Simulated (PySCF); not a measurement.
CH5N3OSi, SMILES N#CO[SiH](N)N. Atoms are numbered in the order given.

```xyz
11

N      2.5368     0.6554     1.4430
C      1.7832     0.2490     0.6561
O      0.9759    -0.1946    -0.2253
Si    -0.7463    -0.2983    -0.0157
N     -1.5720     1.1833     0.0201
N     -1.1354    -1.1522    -1.4328
H     -0.8936    -0.9085     1.3300
H     -1.7407     1.6762     0.8886
H     -1.6308     1.7883    -0.7908
H     -2.0949    -1.2849    -1.7248
H     -0.5035    -1.8366    -1.8297
```

Coordinates come from a PBE0-D3(BJ)/def2-SVP optimisation. The structure was generated by enumeration, and PubChem lists no compound with its InChIKey, so it may never have been made. One conformer was computed; it need not be the lowest.

Method: B3LYP/pcSseg-1 (PySCF).

GIAO shieldings, no solvent; atoms listed in one row are averaged. δ = σ(ref) − σ: ¹⁵N against NH3 (σ = 265.5 ppm); ¹³C against TMS (σ = 181.3 ppm); ¹⁷O against H2O (σ = 333.8 ppm); ²⁹Si against TMS (σ = 338.7 ppm); ¹H against TMS (σ = 31.68 ppm), references at their B3LYP-D3(BJ)/def2-TZVP geometries, non-relativistic.

Computed chemical shifts:
```json
[
 {"nucleus": "¹⁵N", "atoms": "N1", "count": "1", "δ (ppm)": "187.8"},
 {"nucleus": "¹⁵N", "atoms": "N5", "count": "1", "δ (ppm)": "41.8"},
 {"nucleus": "¹⁵N", "atoms": "N6", "count": "1", "δ (ppm)": "23.8"},
 {"nucleus": "¹³C", "atoms": "C2", "count": "1", "δ (ppm)": "115.8"},
 {"nucleus": "¹⁷O", "atoms": "O3", "count": "1", "δ (ppm)": "87.9"},
 {"nucleus": "²⁹Si", "atoms": "Si4", "count": "1", "δ (ppm)": "-36.1"},
 {"nucleus": "¹H", "atoms": "H7", "count": "1", "δ (ppm)": "5.09"},
 {"nucleus": "¹H", "atoms": "H8", "count": "1", "δ (ppm)": "1.77"},
 {"nucleus": "¹H", "atoms": "H9", "count": "1", "δ (ppm)": "1.58"},
 {"nucleus": "¹H", "atoms": "H11", "count": "1", "δ (ppm)": "0.99"},
 {"nucleus": "¹H", "atoms": "H10", "count": "1", "δ (ppm)": "0.87"}
]
```
